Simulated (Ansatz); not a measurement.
Calculated with Ansatz (gas phase, PBE0-D4/def2-TZVP geometries, no zero-point term in ΔE). CCSD(T)/CBS adds triple-zeta CCSD(T) − MP2 to the extrapolated MP2 energy (def2 sets, frozen cores). This one scheme is used for every species. Functionals use def2-TZVPP. def2 core potentials past Kr. For Sn outer-core shells are correlated without core-valence functions, which leaves a few kJ/mol of doubt a bond. One conformer a species, not always the lowest.

Consider the ligand exchange at the Sn–S bond: `C[S][SnH2][CH3]` + HCl → `[CH3][SnH2][Cl]` + CH₃SH.

```json
{"level": "PBE0", "ΔE (kJ/mol)": "-42.8"}
{"level": "CCSD(T)/def2-TZVPP", "ΔE (kJ/mol)": "-36.6"}
```

(1) What does CCSD(T)/CBS give? (An estimate is asked.)

Largest T1 diagnostic among the species: 0.011.

Results:

(1) Computed: -37.0 kJ/mol. The listed levels differ from it by -5.8, 0.4 kJ/mol.

The D4 term adds +7.6 kJ/mol with B3LYP and +4.4 kJ/mol with PBE0; it sums over pairs of atoms, weighted by their polarisabilities, and B3LYP, whose exchange is more repulsive, gets the larger term. At CCSD(T), def2-SVP lies −3.0 kJ/mol from the extrapolated value and def2-TZVPP +0.3 kJ/mol.

B3LYP here is the variant with VWN-RPA as its local correlation; programs differ in this.
